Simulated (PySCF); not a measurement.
# MgGe⁺: from constants to spectrum

UHF-CCSD(T) constants of MgGe⁺, ²Π (doublet), unpaired electrons π ↑ (Mg def2-SVPD, Ge def2-SVPD; no relativity (PySCF 2.14); masses 23.9850 and 73.9212 u):

```
ωe             : 212.6 cm⁻¹
ωexe           : 0.943 cm⁻¹
Be             : 0.11694 cm⁻¹
αe             : 0.000793 cm⁻¹
De to Mg⁺ + Ge : 1.66 eV
```

What force constant and bond length do these constants imply?

Reduced mass μred = 18.109 u; k = 5.8918×10⁻⁷·μred·ωe² (u, cm⁻¹, mdyn/Å) = 0.482 mdyn/Å; Re = √(16.8576/(μred·Be)) (u, cm⁻¹, Å) = 2.821 Å.

Estimate the centrifugal constant D from the Kratzer relation and find the Dunham coefficient a1.

D = 4Be³/ωe² = 1.42e-07 cm⁻¹; a1 = −1 − αeωe/(6Be²) = -3.05.

Correlated steps freeze 10 core orbitals. Correlated levels converge slowly with the basis: in double zeta they bind strong bonds too weakly, by up to about 1 eV, and carry superposition errors of some tenths. Spin–orbit coupling is left out. For an ion De counts to the pair picked by the measured ionisation energies or electron affinities, which need not be the lowest pair at this level. The state was picked by a PBE0 search and need not be the measured ground state.
